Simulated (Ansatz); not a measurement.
Ideal-gas functions of C₂H₅GeN (`C1=[N][GeH2][CH2]1`) at 400 K and 1 bar, from an Ansatz frequency run at PBE0-D4/def2-TZVP.

Molar mass 115.68 g/mol, point group Cs (symmetry number 1), electronic degeneracy 1, moments of inertia 47.624, 103.537, 141.511 u Å². Harmonic wavenumbers (cm⁻¹, unscaled): 239, 461, 481, 571, 585, 678, 739, 843, 872, 873, 938, 1116, 1138, 1308, 1425, 1645, 2144, 2155, 3042, 3082, 3138.

Use S(trans) = R[1.5 ln M + 2.5 ln T − 1.1517]; rotational temperatures θ = 24.2544 K / I; S(rot) = R[ln(√π/σ · √(T³/θAθBθC)) + 1.5]; for each mode x = 1.438777 ν̃/T, S = R[x/(eˣ − 1) − ln(1 − e⁻ˣ)] and H = RT x/(eˣ − 1); 1 cm⁻¹ = 0.0119627 kJ/mol; R = 8.31446 J/(mol·K).

Task: By hand: the entropy, in J/(mol·K).

Result: Translation 174.2. Rotation: θ = 0.5093, 0.2343, 0.1714 K, giving 108.1. Vibration, mode by mode: 9.82, 5.00, 4.72, 3.65, 3.51, 2.70, 2.27, 1.69, 1.55, 1.55, 1.28, 0.77, 0.72, 0.43, 0.30, 0.16, 0.03, 0.03, 0.00, 0.00, 0.00, in all 40.2. Electronic 0.0. Sum 322.5 J/(mol·K).

Task: By hand: H − E and G − E in kJ/mol, counted from the electronic energy.

Result: Zero-point energy ½ × 27473 × 0.0119627 = 164.3; thermal vibration 10.7; translation, rotation and pV give 4 RT = 13.3. H − E = 188.3 kJ/mol, and G − E = 188.3 − 400 × 322.5/1000 = 59.3 kJ/mol.

Vibration gives 12 % of the entropy.
